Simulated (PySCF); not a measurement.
C2H6N, SMILES C[N]C, multiplicity 2.

Coordinates come from a ωB97X-D3(BJ)/def2-TZVP optimisation. The isomer is the one that the SMILES or the coordinates give; other isomers of the formula were not compared.

The numbers are results of PBE/def2-TZVPD in PySCF, not measurements.

| Property | Result |
|---|---|
| total energy | -134.37487 hartree |
| point group | C2v |
| α spin, highest occupied and lowest empty level | -5.61 and -0.24 eV |
| β spin, highest occupied and lowest empty level | -5.77 and -3.47 eV |
| dipole moment | 1.71 D |
| quadrupole, principal values (traceless, Buckingham form, about the centre of nuclear charge) | -3.55, 0.49, 3.05 D·Å |
| mean static polarisability | 39.3 bohr³ (5.83 Å³) |
| polarisability, principal values | 33.8, 38.0, 46.3 bohr³ |
| ⟨S²⟩ | 0.753 (pure state 0.75) |
